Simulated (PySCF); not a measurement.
# Spinor energies of F (fluorine, neutral)

Start: [He] 2s1 2p6; 2s1/2 filled at m_j = +1/2. Calculated with PySCF 2.14 in x2c-TZVPall-2c with one added diffuse shell each of s, p, d type (6s4p3d1f, 40 functions): generalised Hartree-Fock with the X2C-1e Hamiltonian and a Gaussian nucleus; one run each with spin-orbit coupling (SO) switched off, then screened by Boettger's factors. This is a chosen level, not necessarily the ground level.

| spinor shell | electrons | ε, spin-free (eV) | ε, screened SO (eV) | weight of nominal j (screened SO) | rms radius, screened SO (bohr) |
| --- | --- | --- | --- | --- | --- |
| 1s1/2 | 2 | -719.98 | -719.98 | 1.000 | 0.204 |
| 2s1/2 | 1 | -47.194 | -47.194 | 1.000 | 1.08 |
| 2p1/2 | 2 | -19.313 | -19.340 | 0.667 | 1.26 |
| 2p3/2 | 4 | -19.313 | -19.300 | 0.833 | 1.27 |

```json
{"quantity": "E (hartree)", "spin-free": "-98.61906", "screened SO": "-98.61907"}
{"quantity": "M_J", "spin-free": "1/2", "screened SO": "1/2"}
{"quantity": "⟨J²⟩", "spin-free": "0.775", "screened SO": "0.775"}
{"quantity": "⟨L²⟩", "spin-free": "0.000", "screened SO": "0.000"}
{"quantity": "⟨S²⟩", "spin-free": "0.775", "screened SO": "0.775"}
```

Each row is a mean over spinors that exchange with the open shell spreads, by up to 6.132 eV (2p3/2).

Rows whose weight is well below 1 are mixtures of j = l ± 1/2: exchange outweighs spin-orbit coupling there, and the label is only the starting occupation.

Without spin-orbit coupling the j labels of p, d and f shells carry no meaning; the spin-free column gives the mean over the occupied spinors of each nl shell.
